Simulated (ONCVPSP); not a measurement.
bromine (Br), ONCV: configuration errors across variants

bromine, optimised norm-conserving Vanderbilt (ONCV), made with ONCVPSP 4.0.1 (PBEsol, scalar-relativistic). Core [Ne] 3s2, reference 3p6 3d10 4s2 4p5. Waves: 4s: rc 1.35 bohr, ncon 3, nbas 8, qcut 5.4 1/bohr, 2 projectors, debl 3.7 Ha; 3p+4p: rc 0.80 bohr, ncon 4, nbas 8, qcut 14 1/bohr, 2 projectors; 3d: rc 0.60 bohr, ncon 4, nbas 8, qcut 20.8 1/bohr, 2 projectors, debl 3.8 Ha. Local part: polynomial inside 0.60 bohr (lpopt 5, dvloc0 0 Ha). Core correction: Teter function, fcfact 5, rcfact 1.

All-electron excitation energies from the reference (eV): (1) 3p6 3d10 4s2 4p4 12.554; (2) 3p6 3d10 4s2 4p3 35.325; (3) 3p6 3d10 4s2 4p2 69.334; (4) 3p6 3d9 4s2 4p6 64.315.

A true bound ghost makes a file unfit for plane-wave use even where its test errors are small: the radial tests pick states by their node count and pass the ghost by.

Errors AE − PS in meV (a dash: test not solved or not reliable):

```tsv
change	(1)	(2)	(3)	(4)	bound ghosts	GHOST(+) flags above zero
base	-0.6	-3.6	-10	-88	s	none
all radii but the core radius scaled by about 0.80 (s 1.08, p 0.64, d 0.48 bohr); local potential polynomial inside 0.48 bohr (lpopt 5, dvloc0 0 Ha)	-0.6	-3.6	-10	-117	s	s
all radii but the core radius scaled by about 0.87 (s 1.16, p 0.70, d 0.52 bohr); local potential polynomial inside 0.52 bohr (lpopt 5, dvloc0 0 Ha)	-0.6	-3.9	-11	-122	s	s
all radii but the core radius scaled by about 1.05 (s 1.42, p 0.84, d 0.62 bohr); local potential polynomial inside 0.62 bohr (lpopt 5, dvloc0 0 Ha)	-0.7	-3.7	-10	-83	s	none
all radii but the core radius scaled by about 1.11 (s 1.50, p 0.88, d 0.66 bohr); local potential polynomial inside 0.66 bohr (lpopt 5, dvloc0 0 Ha)	-0.7	-3.5	-9.5	-71	s	none
all radii but the core radius scaled by about 1.18 (s 1.60, p 0.94, d 0.70 bohr); local potential polynomial inside 0.70 bohr (lpopt 5, dvloc0 0 Ha)	-2.5	-7.5	-15	-53	s	none
all radii but the core radius scaled by about 1.26 (s 1.70, p 1.00, d 0.76 bohr); local potential polynomial inside 0.76 bohr (lpopt 5, dvloc0 0 Ha)	-1.2	-3.9	-7.9	-27	s	none
all radii but the core radius scaled by about 1.33 (s 1.80, p 1.06, d 0.80 bohr); local potential polynomial inside 0.80 bohr (lpopt 5, dvloc0 0 Ha)	-2.3	-5.7	-8.7	-5.2	s	none
```

Give the same row for: all radii but the core radius scaled by about 0.90 (s 1.22, p 0.72, d 0.54 bohr); local potential polynomial inside 0.54 bohr (lpopt 5, dvloc0 0 Ha).

-0.7, -3.5, -9.8, -94; bound ghosts: s; GHOST(+) flags above zero: s.
